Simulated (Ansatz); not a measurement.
Ansatz results at the PBE0-D4/def2-TZVP geometry: LUMO energy (PBE/def2-TZVPP) -1.02 eV; HOMO–LUMO gap (B3LYP/def2-TZVPP) 6.23 eV; zero-point energy (PBE0-D4/def2-TZVP) 195.2 kJ/mol.

**Question.** Which molecule gave them?
A. `NB[SiH2]N`
B. `OC1C[SiH2]1`
C. `[NH2][GaH][AlH2]`
D. `[CH3][GeH]1[CH2][O]1`

**Answer.** D. The others give `NB[SiH2]N`: -1.48, 5.65, 218.5; `[NH2][GaH][AlH2]`: -2.74, 4.59, 119.3; `OC1C[SiH2]1`: -0.63, 6.59, 194.8.

B3LYP here is the variant with VWN-RPA as its local correlation; programs differ in this.
